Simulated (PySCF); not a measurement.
## State search for GaN

Unrestricted PBE0; PySCF, scalar-relativistic core potentials, basis sets Ga aug-cc-pVDZ-PP with ECP10, N aug-cc-pVDZ. Outer shells of the fragments: Ga 3d10 4s2 4p1; N 2s2 2p3.

Followed along the bond (rough minima from three points):

```tsv
2Ms+1	unpaired	⟨S²⟩ at the start	R at minimum (Å)	Te (eV)
3	π ↑↑	2.01	2.04	0.00
3	σ ↑, π ↑	2.03	1.88	0.19
1	π ↑↓	1.00	2.03	0.54
1	σ ↓, π ↑	1.01	1.86	0.57
5	σ ↑, π ↑↑↑	6.01	none in the scan	≤ 2.26
```

Solutions found at the starting distance of 1.860 Å, counted from the lowest of them; the search is not exhaustive and high or unbound solutions are not listed, so other states can lie among these:

```json
{"2Ms+1": "3", "unpaired": "σ ↑, π ↑", "term": "³Π", "E (eV)": "0.00", "⟨S²⟩": "2.03", "⟨Lz²⟩": "1.01", "μ (D)": "-2.88"}
{"2Ms+1": "3", "unpaired": "π ↑↑", "term": "³Σ⁻", "E (eV)": "0.01", "⟨S²⟩": "2.01", "⟨Lz²⟩": "0.00", "μ (D)": "-1.25"}
{"2Ms+1": "1", "unpaired": "σ ↓, π ↑", "term": "mixed", "E (eV)": "0.38", "⟨S²⟩": "1.01", "⟨Lz²⟩": "1.02", "μ (D)": "-3.18"}
{"2Ms+1": "1", "unpaired": "π ↑↓", "term": "mixed", "E (eV)": "0.54", "⟨S²⟩": "1.00", "⟨Lz²⟩": "2.01", "μ (D)": "-1.22"}
{"2Ms+1": "1", "unpaired": "none", "term": "¹Σ⁺", "E (eV)": "1.66", "⟨S²⟩": "0.00", "⟨Lz²⟩": "0.00", "μ (D)": "-4.73"}
{"2Ms+1": "1", "unpaired": "none", "term": "mixed", "E (eV)": "2.08", "⟨S²⟩": "0.00", "⟨Lz²⟩": "2.00", "μ (D)": "-1.09"}
{"2Ms+1": "5", "unpaired": "σ ↑, π ↑↑↑", "term": "⁵Π", "E (eV)": "2.59", "⟨S²⟩": "6.01", "⟨Lz²⟩": "1.00", "μ (D)": "0.00"}
{"2Ms+1": "3", "unpaired": "σ ↑, π ↑↑↓", "term": "mixed", "E (eV)": "3.43", "⟨S²⟩": "3.01", "⟨Lz²⟩": "3.01", "μ (D)": "-0.22"}
{"2Ms+1": "3", "unpaired": "σ ↓, π ↑↑↑", "term": "mixed", "E (eV)": "3.52", "⟨S²⟩": "3.02", "⟨Lz²⟩": "1.00", "μ (D)": "0.02"}
{"2Ms+1": "1", "unpaired": "σ ↑, π ↑↓↓", "term": "mixed", "E (eV)": "3.87", "⟨S²⟩": "2.02", "⟨Lz²⟩": "3.01", "μ (D)": "0.24"}
{"2Ms+1": "3", "unpaired": "π ↑↑", "term": "mixed", "E (eV)": "4.10", "⟨S²⟩": "2.08", "⟨Lz²⟩": "2.01", "μ (D)": "-2.16"}
{"2Ms+1": "3", "unpaired": "π ↑↑", "term": "mixed", "E (eV)": "4.39", "⟨S²⟩": "2.06", "⟨Lz²⟩": "2.01", "μ (D)": "-2.06"}
{"2Ms+1": "5", "unpaired": "σ ↑↑, π ↑↑", "term": "⁵Σ⁻", "E (eV)": "4.87", "⟨S²⟩": "6.01", "⟨Lz²⟩": "0.00", "μ (D)": "-1.30"}
{"2Ms+1": "5", "unpaired": "σ ↑↑, π ↑↑", "term": "mixed", "E (eV)": "5.30", "⟨S²⟩": "6.01", "⟨Lz²⟩": "2.01", "μ (D)": "-1.46"}
```

A term symbol is given only where ⟨S²⟩ and ⟨Lz²⟩ are close to those of a pure state; real π, δ and φ orbitals otherwise mix terms. A positive dipole means Ga(−)N(+).

Question: Compare the gap between the two lowest followed solutions at the starting distance with the gap between their minima.

Answer: At PBE0 the second solution (triplet, unpaired electrons σ ↑, π ↑) lies -0.01 eV from the first (triplet, unpaired electrons π ↑↑) at 1.860 Å and +0.19 eV at the minima; the two curves relax by different amounts, since their minima lie near 1.88 and 2.04 Å.

Spin–orbit coupling is left out.
